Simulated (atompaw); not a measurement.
Building the PAW (atompaw) potential for hafnium (PBEsol, scalar-relativistic).

* Element: hafnium (Hf)
* Generator: atompaw 4.2.0.5
* Type: PAW
* Functional: PBEsol
* Relativity: scalar-relativistic
* Frozen core: [Kr] 4d10 4f14
* Valence charge: 12
* Reference configuration: 5s2 5p6 5d2 6s2 6p0
* Partial waves: 5s (bound): rc 1.90 bohr; 6s (bound): rc 2.60 bohr; 5p (bound): rc 1.75 bohr; 6p (bound, empty): rc 2.60 bohr; 5d (bound): rc 2.60 bohr; 5d channel at 1.25 Ry: rc 2.60 bohr
* Local potential: bessel scheme, radius 1.95 bohr
* Core correction: smooth core density matched at 2.10 bohr
* Augmentation charge: sinc compensation charge, radius 2.00 bohr; PAW radius 2.60 bohr; waves and projectors: custom polynom2 7 10 vanderbiltortho

All-electron outer shells of the reference configuration (PBEsol, scalar-relativistic, ld1.x):

```
shell  level (eV)  outermost node (bohr)  outermost maximum (bohr)
   4d     -206.51                   0.23                      0.47
   5s      -67.04                   0.55                      1.01
   5p      -35.59                   0.60                      1.16
   4f      -16.86                      –                      0.45
   6s       -5.13                   1.37                      2.89
   5d       -2.71                   0.67                      1.69
   6p       -1.37                   1.66                      4.05
```

Results:

```
Cutoffs needed                                           : 25 Ry and 55 Ry (the cutoffs (Ry, on a coarse ladder) from which the occupation-weighted sum of valence levels, in a spherical-Bessel basis at the reference potential, stays within 10 and 1 mRy of its value at 400 Ry)
Ghost test                                               : no extra level below or beside the all-electron valence levels (s, p, d, f tested) (spherical-Bessel basis up to 400 Ry, 20 bohr box)
Lowest eigenvalue of the overlap operator                : 0.38 (s channel)
Overlap eigenvalues printed by atompaw (projector basis) : 0.27, 0.514, 3.39, 30.7, 364, 400
Share of each valence orbital outside the PAW sphere     : 5s 0 %, 6s 74 %, 5p 2 %, 6p 94 %, 5d 38 %
```

Generation and tests took about 32 s on one core of a shared server CPU.
